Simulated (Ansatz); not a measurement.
Program: Ansatz. Geometries: PBE0-D4/def2-TZVP. ΔE: electronic, gas phase. CCSD(T)/CBS adds triple-zeta CCSD(T) − MP2 to the extrapolated MP2 energy (def2 sets, frozen cores). This one scheme is used for every species. DFT in def2-TZVPP. Each species was taken in one conformer, which may not be the lowest.

Consider the formal hydrolysis of the Si–Cl bond: `O[SiH](Cl)[SiH2]Cl` + H₂O → `O[SiH](O)[SiH2]Cl` + HCl.

CCSD(T)/CBS gives +0.08 eV.

Question: Another level gave +0.07 eV. Which?
A. r2SCAN-D4/def2-TZVPP
B. PBE-D4/def2-TZVPP
C. B2PLYP/def2-TZVPP
D. HF/def2-TZVPP

Answer: A. r2SCAN-D4 0.07, HF/def2-TZVPP -0.07, B2PLYP 0.01, PBE-D4 0.14 eV.

Largest T1 diagnostic among the species: 0.011.

In def2-TZVPP, CCSD(T) changes the Hartree–Fock value by +0.08 eV (the triples alone add +0.02 eV) and MP2 by +0.13 eV. The D4 term adds +0.05 eV with B3LYP and +0.03 eV with PBE0; it sums over pairs of atoms, weighted by their polarisabilities, and B3LYP, whose exchange is more repulsive, gets the larger term.

B3LYP here is the variant with VWN-RPA as its local correlation; programs differ in this.

CCSD(T)/CBS has its own doubt, a few kJ/mol and more with outer-core shells, so smaller differences from it don't rank the levels.
